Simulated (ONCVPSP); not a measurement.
Before and after: ONCV potential for manganese (Mn)

Mn, optimised norm-conserving Vanderbilt (ONCV), made with ONCVPSP 4.0.1 (Wu-Cohen, scalar-relativistic). Core [Ne], reference 3s2 3p6 3d5 4s1.5 4p0.5. Waves: 3s+4s: rc 1.60 bohr, ncon 4, nbas 9, qcut 8.4 1/bohr, 2 projectors; 3p+4p: rc 1.30 bohr, ncon 4, nbas 8, qcut 12.5 1/bohr, 3 projectors, debl 0.8 Ha; 3d: rc 2.00 bohr, ncon 3, nbas 8, qcut 8.5 1/bohr, 2 projectors, debl 0.4 Ha. Local part: polynomial inside 1.25 bohr (lpopt 5, dvloc0 6 Ha). Core correction: Teter function, fcfact 3.75, rcfact 1.2.

Change: s: ncon 3, nbas 8.

Cutoffs: the cutoffs (Ha) at which the residual kinetic energy of the hardest occupied pseudo-wave falls to 1 and 0.1 mHa per electron; they do not see the model core or the augmentation charge, which bear on the density cutoff. Errors are all-electron minus pseudo energies relative to the spin-unpolarised reference configuration.

**Question.** What does the change do?

**Answer.** The potential gets neither clearly harder nor softer (31 Ha and 38 Ha → 31 Ha and 38 Ha); the p channel sets the loose cutoff, while the largest relative change is in s, which becomes softer; the errors of the 4 common tests hardly move; neither file shows a bound ghost.

| quantity | base | changed |
| --- | --- | --- |
| cutoff, loose | 31 Ha | 31 Ha |
| cutoff, tight | 38 Ha | 38 Ha |
| loose cutoff by channel | s 18 Ha, p 31 Ha, d 26 Ha | s 14 Ha, p 31 Ha, d 26 Ha |
| bound ghosts | none | none |
| GHOST(+) flags under 300 eV | none | none |
| error for 3s2 3p6 3d5 4s2 4p0, meV [ΔE -1.93 eV] | +0.4 | +0.4 |
| error for 3s2 3p6 3d5 4s1 4p0, meV [ΔE 6.52 eV] | +1.0 | +1.0 |
| error for 3s2 3p6 3d5 4s0 4p0, meV [ΔE 22.00 eV] | +10 | +10 |
| error for 3s1 3p6 3d5 4s2 4p0, meV [ΔE 91.38 eV] | -659 | -675 |
| s: phases at 1.63 bohr within 0.05 rad from the reference energy up to (Ha; the scan ends near 5) | to the end of the scan | to the end of the scan |
| p: phases at 1.32 bohr within 0.05 rad from the reference energy up to (Ha; the scan ends near 5) | to the end of the scan | to the end of the scan |
| d: phases at 2.03 bohr within 0.05 rad from the reference energy up to (Ha; the scan ends near 5) | 4.9 | 4.9 |
| rms error of d²Exc/dni dnj with the model core, mHa | 1.23 | 1.26 |
